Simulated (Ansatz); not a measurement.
Gas-phase electronic energies from Ansatz, PBE0-D4/def2-TZVP geometries. CCSD(T)/CBS is the MP2 limit (def2-TZVPP, def2-QZVPP) plus CCSD(T) − MP2 in def2-TZVPP, frozen cores. This one scheme is used for every species. DFT in def2-TZVPP. B3LYP here is the variant with VWN-RPA as its local correlation; programs differ in this. HSE06 is defined as in plane-wave codes. Each species was taken in one conformer, which may not be the lowest.

Reaction (silylene formation by 1,1-elimination): `N[SiH](N)O` → `N[Si]N` + H₂O

`N[SiH](N)O`:

```xyz
10

N     0.827    0.815   -0.881
Si    0.049   -0.490   -0.089
N    -0.160    0.044    1.518
O    -1.278   -0.865   -0.993
H     0.932    0.801   -1.882
H     1.606    1.273   -0.438
H     0.746   -1.795   -0.001
H    -0.513    0.963    1.727
H    -0.353   -0.610    2.258
H    -1.856   -0.135   -1.221
```

`N[Si]N`:

Cartesian coordinates in Å:
```
N 1.217 0.418 0.280
Si 0.458 -0.801 -0.659
N -1.190 -0.465 -0.319
H 2.220 0.494 0.298
H 0.775 1.117 0.859
H -1.563 0.261 0.275
H -1.918 -1.024 -0.733
```

H₂O:

```xyz
3

O     0.087    0.317   -0.209
H     0.698   -0.276    0.235
H    -0.784   -0.041   -0.026
```

Problem. Is it downhill or uphill in electronic energy at CCSD(T)/CBS, and by how much? (Best estimate.)

Solution. Computed: Uphill: ΔE = +56.7 kcal/mol.

Problem. What do these levels give: r2SCAN-D4, PBE0-D4, B3LYP-D4, HSE06-D4, PBE-QIDH, r2SCAN, PBE0, CAM-B3LYP, CCSD(T)/def2-SVP, CCSD(T)/def2-TZVPP, HF/def2-QZVPP, MP2/def2-QZVPP? (Best estimate.)

Solution. Ansatz gave: r2SCAN-D4 59.5, PBE0-D4 56.7, B3LYP-D4 54.9, HSE06-D4 56.6, PBE-QIDH 60.0, r2SCAN 59.1, PBE0 55.6, CAM-B3LYP 56.9, CCSD(T)/def2-SVP 51.2, CCSD(T)/def2-TZVPP 56.2, HF/def2-QZVPP 59.1, MP2/def2-QZVPP 59.6 kcal/mol.

Largest T1 diagnostic among the species: 0.013.

At CCSD(T), def2-SVP lies −5.5 kcal/mol from the extrapolated value and def2-TZVPP −0.4 kcal/mol. From r2SCAN to r2SCAN0 (25 % exact exchange), in def2-TZVPP and without D4, ΔE moves by +1.7 kcal/mol. The D4 term adds +2.2 kcal/mol with B3LYP and +1.2 kcal/mol with PBE0; it sums over pairs of atoms, weighted by their polarisabilities, and B3LYP, whose exchange is more repulsive, gets the larger term.
